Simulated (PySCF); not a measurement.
Compound: C4H6O3S.
SMILES: `C=CC(=C)S(=O)(=O)O`

A PySCF run (density fitting, gas phase, GFN2-xTB geometry) gave HOMO -6.81 eV, LUMO -2.84 eV, dipole 3.73 D.

Task: Which of these levels was it?
A. PBE0/pcSseg-1
B. PBE0/def2-SVPD
C. LDA/pcSseg-1
D. PBE0/MINI
E. wB97X-D/def2-SVPD

Result: C. It is LDA/pcSseg-1. All candidates on this geometry:

```csv
level and settings,kind,basis functions,SCF cycles,E (Eh),HOMO (eV),LUMO (eV),dipole (D)
"LDA/pcSseg-1, grid level 3, level shift 0.1 Eh",LDA,173,13,-775.3657,-6.81,-2.84,3.73
"PBE0/MINI, fitting basis def2-universal-jkfit",global hybrid,50,12,-774.0145,-8.55,-3.34,2.88
"PBE0/def2-SVPD, damping 0.2 at the start, DIIS from the seventh cycle",global hybrid,224,20,-778.8484,-7.68,-1.78,3.96
PBE0/pcSseg-1,global hybrid,173,14,-779.1659,-7.64,-1.70,3.89
wB97X-D/def2-SVPD,range-separated hybrid,224,14,-779.2719,-9.45,-0.02,4.02
```

The nearest other candidate, by the summed differences of HOMO and LUMO, is PBE0/def2-SVPD: its HOMO differs by -0.87 eV and its LUMO by +1.06 eV. wB97X-D ran without the empirical dispersion term, which would shift the total energy alone. Cycle counts include a coarse-grid stage where the run had one.

Shape of the structure used: `[CH2:1]=[CH:2][C:3](=[CH2:4])[S:5](=[O:6])(=[O:7])[OH:8]`: C1–C2–C3–C4 -179°, C2–C3–S5–O6 -175°, H–O8–S5–C3 -110°.
